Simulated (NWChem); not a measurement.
Species: C$_{2}$H$_{3}$ClO$_{2}$Si; SMILES O=C1OC[Si@H]1Cl

```xyz
9

O      1.6111    -1.9224     0.0916
C      0.5914    -1.3021    -0.0037
O     -0.6572    -1.7744     0.4075
C     -1.5863    -0.6673     0.1671
Si    -0.1958     0.3767    -0.6275
Cl     0.3453     2.1398     0.3181
H     -2.4160    -1.0050    -0.4862
H     -1.9964    -0.2939     1.1270
H     -0.2522     0.6338    -2.1051
```
Atoms are numbered in this order, from 1.

Results from NWChem. Geometry: optimised at PBE-D3(BJ)/def2-SVP. Level: M06-2X/def2-SVP with SMD (1 M gas to 1 M solution), gas-phase geometry. Reactions with the solvent are ignored.

For solvent water:

```
Quantity                                     Value
-------------------------------------------  -----
cavity-dispersion-structure term (kcal/mol)    4.3
dipole in solution (D)                        5.35
```

Problem. How do the values read with solvent anisole instead?

Solution. 
| Quantity | Value |
|---|---|
| cavity-dispersion-structure term (kcal/mol) | -1.2 |
| dipole in solution (D) | 4.63 |
